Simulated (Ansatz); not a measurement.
```yaml
crystal:
  periodic: [false, false, false]
  atoms:
    - {symbol: Si, position_ang: [-0.323905, 1.406917, -0.805660]}
    - {symbol: B, position_ang: [-0.010526, -0.185258, 0.185009]}
    - {symbol: Al, position_ang: [0.055320, -1.953571, 1.042413]}
    - {symbol: S, position_ang: [2.128416, -0.782926, 0.193288]}
    - {symbol: H, position_ang: [-1.020048, 1.326480, -2.008568]}
    - {symbol: H, position_ang: [-1.263320, 2.375643, 0.520066]}
    - {symbol: H, position_ang: [0.918243, 2.477192, -0.897073]}
    - {symbol: H, position_ang: [0.094654, -3.833122, 1.327228]}
basis:
  gaussian: {orbitals: def2-TZVPPP}
hamiltonian: {xc: {name: HF}}
```

```sh
$ ansatz run in.yaml --threads 2 --pin off --events-out ev --progress --plain --max-ram 4352MiB
```

Question: How does Ansatz answer? (Best estimate.)

Answer: The calculation gave: The input was rejected before any iteration.
```
Error: <dir> can't be read: No such file or directory (os error 2)
```
